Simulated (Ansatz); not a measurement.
Born–Oppenheimer molecular dynamics of BClH₃NO (7 atoms, charge 0, multiplicity 1). It starts from a relaxed structure.

Method: RKS PBE0/STO-3G in Ansatz.

| Quantity | Value |
| --- | --- |
| ensemble | NVE (velocity Verlet) |
| time step | 1 fs |
| steps asked | 100 |
| starting velocities drawn for | 1000 K |
| seed | 972475 |

First frame:

```xyz
7
Properties=species:S:1:pos:R:3
B -0.084 0.008 0.008
O 0.044 -0.260 1.343
H -0.874 -0.460 1.718
Cl 1.447 0.398 -0.869
N -1.274 0.009 -0.735
H -2.209 -0.199 -0.347
H -1.293 0.222 -1.745
```

How far do the bonds stretch over the last three quarters of this one trajectory? (Pairs bonded in most of those frames.)


| bond | mean (Å) | spread (Å) | shortest | longest |
| --- | --- | --- | --- | --- |
| B1–O2 | 1.363 | 0.023 | 1.32 | 1.40 |
| B1–Cl4 | 1.815 | 0.071 | 1.69 | 1.95 |
| B1–N5 | 1.407 | 0.056 | 1.32 | 1.52 |
| O2–H3 | 1.013 | 0.016 | 0.98 | 1.04 |
| N5–H6 | 1.036 | 0.019 | 1.00 | 1.07 |
| N5–H7 | 1.035 | 0.023 | 1.00 | 1.07 |

Mean temperature of the second half: 480 K. The conserved energy stayed within 2.2 meV per atom of its start (net change 1.5 meV per atom), so the integration is sound. Over the second half the temperature averaged 0.48 of the 1000 K drawn at the start: a run that starts near a minimum puts about half its kinetic energy into the potential. A run of 0.1 ps of so small a system gives no equilibrium averages. Limits of this set-up: minimal basis.

Run time: 93 s on 1 thread of Arm Neoverse V2, with other jobs on the host, peak memory 0.081 GiB.
